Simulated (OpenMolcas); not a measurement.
GeF2 (SMILES [F][Ge][F]): how far must the integration grid go?

The species is GeF2 (3 atoms), meant as a singlet with charge 0. SMILES: `[F][Ge][F]`. The coordinates come from a PBE0-D4/def2-TZVP relaxation.

```xyz
3

F    -0.6759   -1.1018   -0.4975
Ge    0.6375   -0.2952    0.3202
F     0.0276    1.3321    0.1641
```

Program: OpenMolcas 26.06. Method: M06-2X/def2-SVPD. Swept: integration grid. Watched: the total energy. Each run: energy. Hardware: 1 thread of Arm Neoverse V1, shared host.

Deviations are taken from the sweep's last point, which isn't the limit.

| integration grid | energy (Eh) | from the best (mEh) | wall time |
| --- | --- | --- | --- |
| Coarse | -2276.463965 | -161.454 | 6 s |
| SG1Grid | -2276.291294 | +11.218 | 6.3 s |
| Fine | -2276.302728 | -0.217 | 7.8 s |
| UltraFine | -2276.302512 | 0.000 | 15 s |

(1) Which is the coarsest setting good to 2 mEh?

Results:

(1) Fine: it is 0.217 mEh off and takes 7.8 s, against 15 s for UltraFine.
